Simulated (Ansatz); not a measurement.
Name a neutral molecule of F, Ga, O, Si and H with HOMO energy (PBE0/def2-TZVPP) between -9.00 and -8.70 eV and HOMO–LUMO gap (PBE0/def2-TZVPP) between 7.55 and 7.85 eV (Ansatz, PBE0-D4/def2-TZVP geometry).

`[F][GaH][O][SiH3]` (-8.81 eV, 7.64 eV). Other molecules can fit too; these were computed, each in one conformer that needn't be the lowest.
